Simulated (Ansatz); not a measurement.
A nudged elastic band was laid between two geometries of C2H8BFN2O (15 atoms, charge 0, multiplicity 1).

The calculation used RKS PBE-D4/def2-SVP (Ansatz).

- movable images: 5
- climbing image: yes
- spring: 5.0 eV/Å²
- optimiser: quadratic models (default)
- start path: IDPP
- force threshold: 0.05 eV/Å
- iteration limit: 60
- end points: relaxed

Initial state:

```xyz
15
Properties=species:S:1:pos:R:3
C -0.204 -2.354 -0.986
O -0.812 -1.104 -0.768
B -0.160 -0.108 -0.060
N 1.091 -0.287 0.596
N -0.837 1.171 0.008
C -0.355 2.249 0.770
F 0.847 2.808 0.256
H -0.802 -2.917 -1.732
H -0.163 -2.969 -0.056
H 0.835 -2.259 -1.379
H 1.668 0.515 0.843
H 1.579 -1.178 0.650
H -1.509 1.391 -0.728
H -1.098 3.074 0.815
H -0.102 1.914 1.800
```

Final state:

```xyz
15
Properties=species:S:1:pos:R:3
C 0.102 -1.954 -1.649
O -0.657 -0.900 -1.106
B -0.118 -0.053 -0.153
N 1.242 -0.092 0.268
N -1.022 0.929 0.409
C -0.603 1.926 1.307
F -0.229 1.414 2.581
H -0.569 -2.611 -2.239
H 0.587 -2.578 -0.861
H 0.901 -1.587 -2.335
H 1.942 -0.707 -0.138
H 1.524 0.325 1.155
H -2.022 0.727 0.381
H 0.307 2.437 0.922
H -1.406 2.672 1.486
```

(1) Which bonds break or form, and what moves?

(2) What energy profile does the band end with?

(3) What is the geometry of the highest image?

## Answers

(1) No bond is made or broken. The dihedral H13–N5–C6–H15 goes from 150 to -28°. The two ends are copies of one structure, up to a mirror image or an exchange of like atoms.

(2) The run converged. The highest image is number 3 of 0 to 6, 0.42 eV above the ends, which have the same energy within 2 meV. The profile has 2 maxima (images 1, 3) with wells between them (image 2): this band takes more than one step, which may be the mechanism or a detour left from its start path. The dihedral H13–N5–C6–H15 jumps by 95° between images 0 and 1, so the path isn't resolved there. A vibrational analysis at the climbing image gives one clearly imaginary mode, 326i cm⁻¹: a first-order saddle point.

```
image  path coordinate (Å)  energy (eV)  dihedral H13–N5–C6–H15 (°)
    0                 0.00         0.00                         150
    1                 2.28         0.30                          55
    2                 4.56         0.02                         -35
    3                 6.84         0.42                         -38
    4                 7.94         0.15                         -36
    5                 9.04         0.03                         -31
    6                10.14         0.00                         -28
```

(3) 
```xyz
15
Properties=species:S:1:pos:R:3:forces:R:3
C -0.054 -2.170 -1.462 0.00 0.00 0.00
O -0.727 -1.198 -0.681 0.00 -0.01 -0.01
B -0.086 -0.106 -0.147 0.00 0.01 0.01
N 1.359 0.118 -0.332 0.00 0.00 -0.01
N -0.940 0.792 0.585 0.00 -0.01 0.00
C -0.488 1.850 1.402 0.00 0.00 0.01
F -0.110 1.420 2.688 0.00 0.00 0.00
H -0.518 -2.222 -2.470 0.00 0.00 0.00
H -0.161 -3.167 -0.985 0.00 0.00 0.00
H 1.024 -1.923 -1.565 0.00 0.00 0.00
H 1.579 1.020 -0.770 0.00 0.00 0.00
H 1.881 0.092 0.552 0.00 0.00 0.01
H -1.913 0.506 0.727 0.00 0.00 0.00
H 0.412 2.317 0.946 0.00 0.00 0.00
H -1.279 2.619 1.541 0.00 0.00 0.00
```

The run took 4.7 min on 2 threads of Intel(R) Xeon(R) Platinum 8559C (Emerald Rapids), on a shared host, peak memory 0.21 GiB.
